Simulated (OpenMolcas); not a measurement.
An OpenMolcas run meant for P (ANO-RCC-VQZP, DKH3; inactive shells 1s 2s 2p; intended active space 5 electrons in 4 orbitals (3s 3p)). One step of its input:

```
&CASPT2
Multistate=1 1
Frozen=1 0
IPAE=0.25
Imaginary=0.1
MaxIter=60
WThr=0.0 0.3 0.05
PrWF=0.5
NoMix
```

Lines from the output:

```
|        MOLCAS_PRINT = 2
  |       MOLCAS_SOURCE = <dir>
  |    MOLCAS_STRUCTURE = 0
  |
   -------------------------------------------------------------------------------------
++ ---------   Input file   ---------
>>> COPY JOB001 $Project.JobIph
&CASPT2
Multistate=1 1
Frozen=1 0
IPAE=0.25
Imaginary=0.1
MaxIter=60
WThr=0.0 0.3 0.05
PrWF=0.5
NoMix
-- ----------------------------------
>>> COPY JOB001 a.JobIph
*** symbolic link created: INPORB -> a.RasOrb
--- Start Module: caspt2 at  ---
()()()()()()()()()()()()()()()()()()()()()()()()()()()()()()()()()()()()()()()()()()()()()()()()()()
                                              &CASPT2
                                   only a single process is used
                       available to each process: 2.3 GB of memory, 1 thread
()()()()()()()()()()()()()()()()()()()()()()()()()()()()()()()()()()()()()()()()()()()()()()()()()()
 ###    ERROR: Unrecognized keyword: IPAE                                    ###
--- Stop Module: caspt2 at  /rc=_RC_INPUT_ERROR_ ---
.####################.
.# User input error #.
.####################.
```

Question: What is wrong with the input?

Answer: A keyword is misspelt. OpenMolcas reads the first four letters of a keyword, so the setting is refused or falls back to its default.
